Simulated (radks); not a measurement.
Q: Species: K+. Configuration: [Ar] (the NIST ground configuration). Method: scalar-relativistic Kohn-Sham, r2SCAN, spin-polarised, spherical densities, finite nucleus; meta-GGA in the generalised Kohn-Sham scheme; Fermi nuclear charge, rms radius 3.4349 fm; computed with a radial shooting solver on a logarithmic mesh with Libxc functionals. Some entries of the table are withheld. Estimate them.

| orbital | occ. | eigenvalue (Ry) | r(max) (bohr) |
|---|---|---|---|
| 1s | 2 | -260.5590 | 0.05303 |
| 2s | 2 | -26.87246 | 0.3176 |
| 2p | 6 | (1) | (2) |
| 3s | 2 | (3) | (4) |
| 3p | 6 | (5) | (6) |

A: 
(1) 2p eigenvalue (Ry): -21.31755
(2) 2p r(max) (bohr): 0.2628
(3) 3s eigenvalue (Ry): -3.14746
(4) 3s r(max) (bohr): 1.077
(5) 3p eigenvalue (Ry): -1.87190
(6) 3p r(max) (bohr): 1.157
